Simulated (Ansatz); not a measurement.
One change: `O[SiH](Cl)Br` becomes `[OH][SnH]([Cl])[Br]`.

Ansatz, PBE0-D4/def2-TZVP geometries, multiplicity 1. Each molecule was computed in one conformer, which needn't be the lowest.

Elements past krypton have def2 core potentials. Scalar relativity is left out up to krypton.

```json
{"property": "LUMO energy (ωB97M-V/def2-TZVPP) / eV", "`O[SiH](Cl)Br`": "1.91"}
{"property": "HOMO–LUMO gap (PBE/def2-TZVPP) / eV", "`O[SiH](Cl)Br`": "6.53"}
{"property": "HOMO–LUMO gap (B3LYP/def2-TZVPP) / eV", "`O[SiH](Cl)Br`": "8.28"}
{"property": "size of the dipole moment (PBE/def2-TZVPP) / D", "`O[SiH](Cl)Br`": "1.07"}
{"property": "HOMO energy (PBE0/def2-TZVPP) / eV", "`O[SiH](Cl)Br`": "-8.71"}
{"property": "ideal-gas entropy at 298 K and 1 bar (rigid rotor, harmonic PBE0-D4/def2-TZVP) / J/(mol·K)", "`O[SiH](Cl)Br`": "333"}
```

(1) Give the same properties after the change, and the shifts. (Best estimate.)

## Answers

(1) Computed: 
```
                                                                                  property  `[OH][SnH]([Cl])[Br]`  shift
                                                     LUMO energy (ωB97M-V/def2-TZVPP) / eV                   0.01  -1.90
                                                       HOMO–LUMO gap (PBE/def2-TZVPP) / eV                   4.55  -1.98
                                                     HOMO–LUMO gap (B3LYP/def2-TZVPP) / eV                   6.23  -2.05
                                            size of the dipole moment (PBE/def2-TZVPP) / D                   0.80  -0.27
                                                        HOMO energy (PBE0/def2-TZVPP) / eV                  -8.79  -0.08
ideal-gas entropy at 298 K and 1 bar (rigid rotor, harmonic PBE0-D4/def2-TZVP) / J/(mol·K)                    367     34
```

With PBE0 the HOMO falls by 0.08 eV and the LUMO falls by 2.09 eV, so the gap narrows by about 2.01 eV. PBE moves the HOMO by -0.05 eV and ωB97M-V by -0.09 eV. Dipoles are sizes alone; their direction can turn.

B3LYP here is the variant with VWN-RPA as its local correlation; programs differ in this.

Spin–orbit coupling is left out; it splits and shifts lone-pair levels of the heavy atoms by tenths of an eV.
